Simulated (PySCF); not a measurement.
# Bond lengths and vibrations by method: BFH4Si

Calculated results; nothing here was measured. They come from PySCF 2.14.0, an open-source quantum chemistry program, on an isolated molecule that a program drew, which may never have been made. The molecule is BFH4Si (charge 0, singlet), drawn as the SMILES string `B[SiH2]F`.

The geometry was optimised and harmonic frequencies were computed with HF and MP2, all in the cc-pV(D+d)Z basis, for the commonest isotopes, with a restricted reference for singlets and an unrestricted one otherwise, and a frozen core in MP2. Each result is a local minimum of its method.

Geometry at the HF minimum:
```xyz
7
BFH4Si, angstrom
B    -1.7846   -0.2147   -0.5862
Si    0.2011   -0.6121   -0.5036
F     0.6528   -1.6673   -1.6519
H    -2.2582    0.5516    0.2068
H    -2.5158   -0.7109   -1.3947
H     0.5657   -1.2116    0.7986
H     0.9944    0.6186   -0.7144
```

Lengths of the bonds as drawn, in Å (atoms numbered as above):
```
  bond     HF    MP2
B1-Si2  2.027  2.019
Si2-F3  1.624  1.641
 B1-H4  1.200  1.207
 B1-H5  1.198  1.205
Si2-H6  1.479  1.483
Si2-H7  1.479  1.483
```

Rotational constants, in GHz:
| constant | HF | MP2 |
|---|---|---|
| A | 20.83 | 21.02 |
| B | 6.401 | 6.296 |
| C | 5.192 | 5.134 |

Harmonic frequencies in cm^-1, each column in rising order, so a row needn't be the same motion in every method:
```
rank    HF   MP2
   1   138   151
   2   223   209
   3   452   417
   4   612     ?
   5   693   672
   6   804   770
   7   870   840
   8   983   950
   9   989   950
  10  1019   965
  11  1262  1209
  12  2317  2276
  13  2322  2280
  14  2684  2636
  15  2767  2727
```

**Estimate the missing MP2 frequency from the HF column.**

A single factor s that minimises the squared misfit of MP2 against s times HF over the other rows is sum(HF x MP2) / sum(HF^2) = 0.9781, with an rms misfit of 17 cm^-1. For rank 4 it gives 0.9781 x 612 = 599 cm^-1. The calculation gives 591 cm^-1, 8 cm^-1 below the estimate. The drawn bonds are on average 0.4 % longer in MP2 than in HF.
